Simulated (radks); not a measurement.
Results of a calculation; reference values are marked as such.
Task: The aluminium ion Al3+, [Ne]. Level of theory: non-relativistic Kohn-Sham, exchange-only B88, spin-polarised, spherical densities, point nucleus (a radial shooting solver on a logarithmic mesh with Libxc functionals). Every spin shell is full or empty, so the densities are truly spherical. Functionals are evaluated on that one density, not self-consistently. Rank these exchange functionals by their error against the exact value of the orbitals, and give that value: LDA, B88, PBE, revPBE, RPBE, PW91, PW86, OPTX, AM05, EV93, APBE, revTPSS, MS2, MVS.

Result: Exact: -17.4008 hartree. From best to worst, with 100 (|E| - |E exact|)/|E exact| (equal figures are ties): OPTX +0.01, B88 -0.01, RPBE +0.05, revPBE -0.10, MVS -0.10, MS2 +0.19, PW91 -0.22, revTPSS -0.31, PW86 +0.51, APBE +0.56, PBE -0.63, EV93 +1.57, AM05 -7.37, LDA -8.62.
